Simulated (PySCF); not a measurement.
# Radial density of Co³⁺ (cobalt, charge +3)

UHF, [Ar] 3d6, high-spin 5D determinant. Computed with PySCF 2.14 in x2c-QZVPPall with one added diffuse shell each of s, p, d, f, g type (12s8p6d5f3g, 128 functions), with scalar relativity by spin-free X2C-1e.

| r (bohr) | 4πr²ρ (e/bohr) | 4πr²(ρα − ρβ) |
| --- | --- | --- |
| 0.00119 | 0.3148 | 0.0000 |
| 0.00199 | 0.7975 | -0.0001 |
| 0.00335 | 1.969 | -0.0002 |
| 0.00564 | 4.649 | -0.0004 |
| 0.00949 | 10.15 | -0.0010 |
| 0.0160 | 19.40 | -0.0018 |
| 0.0268 | 29.68 | -0.0027 |
| 0.0452 | 32.16 | -0.0026 |
| 0.0759 | 25.90 | 0.0043 |
| 0.128 | 31.34 | 0.0826 |
| 0.215 | 34.39 | 0.6069 |
| 0.361 | 15.65 | 2.3634 |
| 0.608 | 18.17 | 4.3274 |
| 1.02 | 10.65 | 2.9316 |
| 1.72 | 1.394 | 0.5878 |
| 2.89 | 0.04120 | 0.0200 |
| 4.87 | 9.510e-05 | 0.0000 |

Densities and radii are taken from the X2C orbitals without a picture-change correction, which distorts them close to the nucleus.

Question: Where is the radial spin density 4πr²(ρα − ρβ) most negative, and why is it negative at all?

Answer: Around r = 0.0268 bohr, down to -0.0027 e/bohr: exchange with the open shell polarises the paired shells in an unrestricted calculation.
